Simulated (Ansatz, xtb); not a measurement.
The molecule MgP, multiplicity 4 (lowest of 2S+1 = 2, 4 at CCSD(T)/def2-TZVPP on PBE0 minima; our sources give no spin for the ground state, which may be another).

Constants: fifth-degree fit in 1/R to seven points, most abundant isotopes. Runs in def2 and cc sets follow the lowest solution found near the PBE0 minimum.

The values were computed with Ansatz (Gaussian orbitals); xtb for the GFN methods. Values without a source in brackets are computed. The GFN methods have no spin term and hold the electronic entropy of 300 K.

| level | r_e (Å) | ω_e (cm⁻¹) | B_e (cm⁻¹) | α_e (cm⁻¹) | D_e (eV) | dipole (D) |
|---|---|---|---|---|---|---|
| GFN1-xTB | 2.619 | 248 | 0.182 | 0.0017 | - | - |
| GFN2-xTB | 2.558 | 273 | 0.191 | 0.0019 | - | - |
| SVWN5/def2-TZVPP | 2.527 | 307 | 0.195 | 0.0019 | 1.11 | 1.64 |
| PBE/def2-TZVPP | 2.562 | 296 | 0.190 | 0.0019 | 0.90 | 1.65 |
| r2SCAN/def2-TZVPP | 2.541 | 312 | 0.193 | 0.0018 | 0.99 | 1.97 |
| B97M-V/def2-TZVPP | 2.548 | 301 | 0.192 | 0.0018 | 0.95 | 1.90 |
| B3LYP/def2-TZVPP | 2.560 | 292 | 0.190 | 0.0020 | 0.72 | 1.83 |
| PBE0/def2-TZVPP | 2.535 | 312 | 0.194 | 0.0019 | 0.85 | 1.88 |
| BHLYP/def2-TZVPP | 2.534 | 309 | 0.194 | 0.0020 | 0.65 | 2.04 |
| CAM-B3LYP/def2-TZVPP | 2.525 | 312 | 0.196 | 0.0020 | 0.70 | 2.00 |
| wB97X-V/def2-TZVPP | 2.515 | 328 | 0.197 | 0.0018 | 0.80 | 2.06 |
| wB97M-V/def2-TZVPP | 2.539 | 304 | 0.194 | 0.0021 | 0.59 | 2.07 |
| B2PLYP/def2-TZVPP | 2.546 | 304 | 0.192 | 0.0020 | 0.64 | - |
| CCSD/def2-TZVPP | 2.544 | 302 | 0.193 | 0.0023 | 0.40 | - |
| CCSD/def2-QZVPP | 2.527 | 305 | 0.195 | 0.0022 | 0.50 | - |
| CCSD(T)/def2-TZVPP | 2.548 | 301 | 0.192 | 0.0022 | 0.47 | - |
| CCSD(T)/def2-QZVPP | 2.532 | 302 | 0.194 | 0.0021 | 0.57 | - |

D_e counts from each atom's lowest state at the same level, without counterpoise or zero-point energy.

Correlated levels freeze the inner cores; with def2 sets outer-core shells near the valence are correlated too.

Ansatz is an electronic-structure program.
